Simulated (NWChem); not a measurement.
System: CH3BrMgN2

Here is an NWChem input.

```
start job
memory heap 200 mb stack 900 mb global 1100 mb
geometry units angstroms noautoz
  Mg    -0.002044     0.466700     0.000000
  Br    -0.002451    -1.903125     0.000000
  C      0.002692     2.878842     0.000000
  N      0.001685     2.183927    -1.122943
  N      0.001685     2.183927     1.122943
  H      0.004259     3.984277     0.000000
  H      0.001517     2.707392    -1.988204
  H      0.001517     2.707392     1.988204
end
basis spherical
  Mg library 6-311g**
  Br library 6-311g**
  C library 6-311g**
  N library 6-311g**
  H library 6-311g**
end
dft
  xc pbe0
  iterations 150
  mulliken
end
task dft energy
```

Coordinates come from a PBE0/def2-SVP optimisation.

Question: Give the results of this calculation. (PBE0/6-311G** (spherical d).) Quantities: basis functions; energy (Ha); highest occupied level (eV); orbital gap (eV); dipole (D).

Answer: 
```
Property                       Result
---------------------------  --------
number of basis functions         142
energy (Ha)                  -2923.21
highest occupied level (eV)     -6.97
orbital gap (eV)                 6.68
dipole (D)                       5.69
```
